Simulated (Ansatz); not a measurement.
**The atomisation energy (no zero-point term) down a group: O to Te**

One atom is swapped for its congeners: Ge2H6O `[GeH3][O][GeH3]`; Ge2H6S (digermathiane) `[GeH3][S][GeH3]`; Se(GeH3)2; Te(GeH3)2. All are singlets with charge 0.

Shapes, held fixed at every level: PBE0-D4/def2-TZVP. Programs: Ansatz 0.2.0. Values in eV.

| level | Ge2H6O | Ge2H6S | Se(GeH3)2 | Te(GeH3)2 |
| --- | --- | --- | --- | --- |
| PBE-D4/def2-TZVPP | 26.04 | 24.45 | 23.87 | 23.16 |
| r2SCAN-D4/def2-TZVPP | 26.39 | 24.85 | 24.29 | 23.48 |
| B3LYP-D4/def2-TZVPP | 26.16 | 24.53 | 23.99 | 23.29 |
| wB97M-V/def2-TZVPP | 26.18 | 24.62 | 23.91 | 23.13 |
| CCSD(T)/def2-SVP | 24.79 | 23.07 | 22.60 | 21.85 |
| CCSD(T)/def2-TZVPP | 26.15 | 24.47 | 23.97 | 23.21 |

At CCSD(T)/def2-TZVPP the atomisation energy falls at every step, from 26.15 to 23.21 eV. Every level shows the same order. For atoms past krypton def2 sets carry core potentials with scalar relativity. Relativity is left out for Ge, Se unless named. Correlated rows may include outer-core shells of Ge, Se, Te, which these sets cover unevenly. Spin-orbit coupling, which grows down the group, is left out (summed over each molecule's free atoms 0.25, 0.26, 0.36, 0.50 eV).
